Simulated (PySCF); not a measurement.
SMILES C[Si](O[SiH2]C)(C)C at its GFN2-xTB optimised geometry (Å):

```
21

Si    -0.5121     1.1094     0.4634
C     -1.5768     1.9477    -0.8618
O     -0.2809    -0.4252     0.0000
Si     0.2337    -1.9760     0.0000
C     -0.4614    -2.7685    -1.5848
C     -0.4426    -2.8323     1.5600
C      2.1373    -1.9760     0.0000
H      0.8054     1.7437     0.5745
H     -1.1926     1.0835     1.7623
H     -2.5373     1.4522    -0.9742
H     -1.7694     2.9845    -0.6028
H     -1.0884     1.9358    -1.8324
H     -1.5465    -2.7349    -1.5998
H     -0.1066    -2.2530    -2.4721
H     -0.1630    -3.8088    -1.6669
H     -0.0712    -2.3532     2.4611
H     -0.1539    -3.8777     1.5994
H     -1.5272    -2.7892     1.5919
H      2.5284    -1.4927     0.8904
H      2.5373    -2.9845    -0.0303
H      2.5294    -1.4408    -0.8596
```

Level of theory: CAM-B3LYP/def2-SVP (PySCF 2.14.0). Cells within 0.4 Å of a nucleus heavier than hydrogen are left out (blank, or x).

Map of the electron localisation function on the plane z = 0.8 Å:

```
|0000000000000000000000000000000|
|0000000000000000000000000000000|
|0000000000000000000000000000000|
|0000000000000000000000000000000|
|0000000000000000000000000000000|
|0000000000000000134300000000000|
|0000000000000001489971000000000|
|0000000000000004999997100000000|
|0000000000011127999999300000000|
|0000000000122128999999600000000|
|0000000001341005999999600000000|
|0000000001450550999999400000000|
|0000000002540xx0699995000000000|
|0000000001340000233310000000000|
|0000000000122224310000000000000|
|0000000000013576520000000000000|
|0000000000024677630000354200000|
|0000000000025677520005898620000|
|0000000000013455410038999840000|
|0000000000000122212369999951000|
|0000000000001232114569999840000|
|0000000011113785224667998510000|
|0000000146545899643444554100000|
|0000000278866899852223543100000|
|0000000278865688731014776310000|
|0000000156643466410004888510000|
|0000000012212466410002788510000|
|0000000000001588610000365200000|
|0000000000001588620000010000000|
|0000000000001477510000000000000|
|0000000000000133200000000000000|
```
Scale: ten equal steps from 0.000 (start of '0') to 1.000 (end of '9'), in the order '0123456789'; x runs from -5.00 to 5.00, y from -5.00 (bottom) to 5.00 (top).
